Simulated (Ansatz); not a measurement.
Calculated with Ansatz (gas phase, PBE0-D4/def2-TZVP geometries, no zero-point term in ΔE). CCSD(T)/CBS adds triple-zeta CCSD(T) − MP2 to the extrapolated MP2 energy (def2 sets, frozen cores). This one scheme is used for every species. DFT in def2-TZVPP. B3LYP here is the variant with VWN-RPA as its local correlation; programs differ in this. For As outer-core shells are correlated without core-valence functions, which leaves a few kJ/mol of doubt a bond. Scalar relativity is left out up to krypton. Each species was taken in one conformer, which may not be the lowest.

Reaction (cleavage of the Si–B bond): `C[SiH2]B(O)O` + arsine → `C[SiH2][AsH2]` + `OBO`

```tsv
level	ΔE (kcal/mol)
PBE-D4	-13.9
PBE0-D4	-15.0
PBE0	-15.0
B3LYP	-15.0
MP2/def2-TZVPP	-17.1
CCSD(T)/def2-TZVPP	-15.0
SCS-MP2/def2-QZVPP	-16.7
HF/CBS(def2)	-17.1
```

Problem. What does CCSD(T)/CBS give? (Best estimate.)

Solution. Ansatz gave: -15.8 kcal/mol. The listed levels differ from it by 1.9, 0.8, 0.8, 0.8, -1.3, 0.8, -0.9, -1.3 kcal/mol.

Largest T1 diagnostic among the species: 0.013.

From PBE to PBE0 (25 % exact exchange), in def2-TZVPP and without D4, ΔE moves by −1.1 kcal/mol.
